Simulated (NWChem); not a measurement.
Species: AlH4 anion; SMILES [AlH4-]

```xyz
5

Al     0.0000     0.0000     0.0000
H     -0.9488     0.9488    -0.9488
H      0.9488    -0.9488    -0.9488
H     -0.9488    -0.9488     0.9488
H      0.9488     0.9488     0.9488
```
Atoms are numbered in this order, from 1.

Sets without diffuse functions describe the anion's extra electron poorly. Geometry: optimised at B3LYP/def2-SVPD.

Problem. Give the principal values of the shielding tensors (ppm) of Al1 from B3LYP/cc-pVTZ, GIAO (NWChem), with their diamagnetic and paramagnetic parts as GIAO splits them.

Solution. 
```tsv
atom	σ11	σ22	σ33	isotropic	diamagnetic	paramagnetic
Al1	484.0	484.0	484.0	484.0	801.6	-317.6
```
